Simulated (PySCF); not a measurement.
**A small calculation by hand: oscillator strength and radiative lifetime**

C₅H₆O₂, SMILES C[C@H]1OC=CC1=O.

Geometry: B3LYP-D3(BJ)/def2-SVP. The structure was generated by enumeration; whether it is a known compound was not checked. Other conformers were not sampled.

TDA-PBE/def2-SVPD run with PySCF 2.14.0 puts the first singlet state with f over 0.02 at 5.32 eV (vertical), with the transition dipole (-0.291, 1.137, -0.079) in atomic units.

### Question
Find the oscillator strength, the wavelength and the radiative lifetime that this transition would have in vacuum if emission retraced absorption.

### Answer

|μ|² = 1.3837 au, so |μ| = 2.99 D. ΔE = 5.32/27.211 = 0.1955 hartree. f = (2/3) ΔE |μ|² = 0.180 (the program prints 0.180).
λ = 1239.84/5.32 = 233 nm; ν = 42909 cm⁻¹.
Einstein's coefficient A = 0.6670 ν² f s⁻¹ (ν in cm⁻¹) = 2.2e8 s⁻¹, so τ = 1/A = 4.5 ns. This state is S2; the lower singlet has f = 0.000. The figure is the radiative limit of this one transition; relaxation, internal conversion, crossing to triplets and a medium change what is measured.
